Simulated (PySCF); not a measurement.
**Electronic structure of Mn⁺ (manganese, charge +1) at the UHF level**

Configuration: [Ar] 3d6, high-spin 5D determinant (an excited configuration). Computed with PySCF 2.14 in x2c-QZVPPall (11s7p5d4f2g, 103 functions), with the spin-free X2C one-electron Hamiltonian (Gaussian nucleus).

```
Total energy                                                  : -1157.056310 hartree
One-electron energy                                           : -1592.3288 hartree
Hartree (Coulomb) energy                                      : 486.7353 hartree
Exchange energy                                               : -51.4628 hartree
⟨S²⟩                                                          : 6.0114
⟨L²⟩                                                          : 6.024
Sum of ⟨r⟩                                                    : 16.89 bohr
Sum of ⟨r²⟩                                                   : 20.77 bohr²
Traceless quadrupole moment −½Σ⟨3z² − r²⟩ along its main axis : 0.721 e·bohr²
Langevin diamagnetic susceptibility                           : -16.5 ×10⁻⁶ cm³/mol
```

```tsv
shell	electrons	mean orbital energy (eV)	spread (eV)	rms radius, mean of both spins (bohr)
1s β	1	-6601.5	0	0.0703
1s α	1	-6601.4	0	0.0703
2s α	1	-806.95	0	0.302
2s β	1	-804.36	0	0.302
2p α	3	-680.71	0.703	0.273
2p β	3	-678.12	0.024	0.273
3s α	1	-112.33	0	0.923
3s β	1	-103.84	0	0.923
3p α	3	-75.933	1.691	0.999
3p β	3	-65.575	1.251	0.999
3d α	5	-19.084	2.034	1.44
3d β	1	-13.927	0	1.44
```

Densities and radii are taken from the X2C orbitals without a picture-change correction, which distorts them close to the nucleus.

Spin-orbit constants ζ (cm⁻¹) from the X2C one-electron operator on these orbitals: bare nucleus, nucleus screened by l(l+1)(2l+1)/3 electrons, and screened by the Breit-Pauli mean field of the electrons.

| shell | bare | screened nucleus | mean field |
| --- | --- | --- | --- |
| 2p | 59300 | 54560 | n/a |
| 3p | 6895 | 6343 | n/a |
| 3d | 549.7 | 329.8 | n/a |

To first order the Landé constant is A = -82.46 cm⁻¹, so the lowest level has J = 4 and lies 0.0409 eV below the centre of the term. This holds in LS coupling only.
